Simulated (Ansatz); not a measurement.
Two isomers of CH9NO2Si2: A = `CN([SiH3])[SiH](O)O`, B = `C[SiH2]N[SiH](O)O`.

Isolated molecules relaxed with PBE0-D4/def2-TZVP in Ansatz; ΔE leaves out vibrations. CCSD(T)/CBS is the MP2 limit (def2-TZVPP, def2-QZVPP) plus CCSD(T) − MP2 in def2-TZVPP, frozen cores. DFT in def2-TZVPP. B3LYP here is the variant with VWN-RPA as its local correlation; programs differ in this. Each species was taken in one conformer, which may not be the lowest.

A:

```xyz
15

C    -0.419    1.222    1.177
N    -0.279    0.221    0.116
Si   -1.560   -0.924   -0.032
Si    1.237    0.215   -0.698
O     2.514   -0.140    0.257
O     1.202   -0.900   -1.898
H    -1.435    1.626    1.202
H     0.260    2.063    1.004
H    -0.189    0.814    2.168
H    -1.544   -1.975    1.026
H    -2.857   -0.202    0.076
H    -1.475   -1.598   -1.354
H     1.519    1.591   -1.159
H     2.612   -1.048    0.551
H     0.412   -0.967   -2.437
```

B:

```xyz
15

C     2.171   -1.156   -0.946
Si    1.258   -0.491    0.540
N     0.015    0.628    0.090
Si   -1.654    0.601    0.444
O    -2.620    0.714   -0.884
O    -2.049    1.921    1.327
H     2.640   -0.348   -1.513
H     2.961   -1.845   -0.634
H     1.494   -1.692   -1.615
H     0.590   -1.595    1.277
H     2.249    0.160    1.444
H     0.338    1.480   -0.350
H    -1.910   -0.666    1.166
H    -2.546    0.023   -1.543
H    -2.934    2.265    1.196
```

Question: Which isomer does CCSD(T)/CBS put lower? Give the gap. (Estimate.)

Answer: The calculation gave: B, by 91.3 kJ/mol.

Question: Give E(B) − E(A) in kJ/mol with CCSD(T)/def2-TZVPP, r2SCAN-D4, B3LYP, CCSD/def2-TZVPP, ωB97M-V, B3LYP-D4, PBE-D4. (Estimate.)

Answer: The calculation gave: CCSD(T)/def2-TZVPP -87.8, r2SCAN-D4 -92.9, B3LYP -92.4, CCSD/def2-TZVPP -89.3, ωB97M-V -90.8, B3LYP-D4 -86.2, PBE-D4 -87.1. None reverses the order clearly.

Largest T1 diagnostic: 0.011.

The D4 term adds +6.1 kJ/mol with B3LYP and +3.2 kJ/mol with PBE0; it sums over pairs of atoms, weighted by their polarisabilities, and B3LYP, whose exchange is more repulsive, gets the larger term.
